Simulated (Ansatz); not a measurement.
The lowest singlet and triplet of C7H6 (SMILES [CH]c1ccccc1); geometries from B3LYP-D3(BJ)/def2-TZVP, each state relaxed from the structure named, with no frequency check.
Singlet at the triplet's geometry (charge 0, multiplicity 1):
```tsv
atom	x (Å)	y (Å)	z (Å)
C	2.4209	-0.1984	-0.1509
C	1.0431	-0.0984	-0.0653
C	0.2133	-1.2537	-0.0420
C	-1.1584	-1.1371	0.0436
C	-1.7639	0.1191	0.1094
C	-0.9714	1.2680	0.0881
C	0.4023	1.1741	0.0030
H	3.2408	0.5020	-0.1842
H	0.6799	-2.2283	-0.0928
H	-1.7699	-2.0303	0.0598
H	-2.8403	0.2020	0.1763
H	-1.4367	2.2444	0.1389
H	1.0107	2.0689	-0.0130
```

```tsv
level	gap E(singlet) − E(triplet), vertical, at the triplet's geometry (kcal/mol)	cost
R-SVWN5/def2-TZVPP	17.86	×0.4
U-SVWN5/def2-TZVPP (spin-contaminated)	7.89	×2
R-PBE/def2-TZVPP	20.48	×1
U-PBE/def2-TZVPP (spin-contaminated)	7.37	×2
R-r2SCAN/def2-TZVPP	26.96	×0.7
U-r2SCAN/def2-TZVPP (spin-contaminated)	8.29	×3
R-B3LYP/def2-TZVPP	17.73	×0.6
U-B3LYP/def2-TZVPP (spin-contaminated)	7.45	×3
R-PBE0/def2-TZVPP	22.92	×0.5
U-PBE0/def2-TZVPP (spin-contaminated)	9.37	×2
R-BHLYP/def2-TZVPP	20.65	×0.4
U-BHLYP/def2-TZVPP (spin-contaminated)	9.10	×2
R-wB97X-V/def2-TZVPP	17.12	×1
U-wB97X-V/def2-TZVPP (spin-contaminated)	8.89	×5
R-wB97M-V/def2-TZVPP	15.66	×1
U-wB97M-V/def2-TZVPP (spin-contaminated)	11.03	×3
R-B2PLYP/def2-TZVPP	15.76	×0.8
U-B2PLYP/def2-TZVPP (spin-contaminated)	8.94	×2
SA-CASSCF(8,8)/cc-pVDZ	24.24	-
SC-NEVPT2 on SA-CASSCF(8,8)/cc-pVDZ	23.40	-
FIC-NEVPT4(SD) on SA-CASSCF(8,8)/cc-pVDZ	22.56	-
FIC-MRCISD+Q on SA-CASSCF(8,8)/cc-pVDZ	22.87	-
```

The rows run from 7.37 (U-PBE/def2-TZVPP (spin-contaminated)) to 26.96 kcal/mol (R-r2SCAN/def2-TZVPP). The 9 R-functionals in def2-TZVPP without D3 or D4 span 11.30, from R-wB97M-V to R-r2SCAN.

A positive gap puts the triplet lower; no zero-point energy. R- takes a restricted singlet. U- takes an unrestricted singlet (broken symmetry where lower, unprojected). The triplet is unrestricted in single-reference levels. Active spaces average the two states.

Correlated levels freeze the cores.

Doubts at one or more of the structures used: a restricted determinant that unrestricted orbitals would lower (R-SVWN5/def2-TZVPP, R-PBE/def2-TZVPP, R-r2SCAN/def2-TZVPP, R-B3LYP/def2-TZVPP, R-PBE0/def2-TZVPP, R-BHLYP/def2-TZVPP, R-wB97X-V/def2-TZVPP, R-wB97M-V/def2-TZVPP, R-B2PLYP/def2-TZVPP).

Codes used: Ansatz (a first-principles code) with Gaussian orbitals. Values without a source in brackets are computed.

Costs are rough ratios of core time to R-PBE/def2-TZVPP (about 2.5 min over the structures, on one shared machine); a dash marks a level with no comparable run of its own.
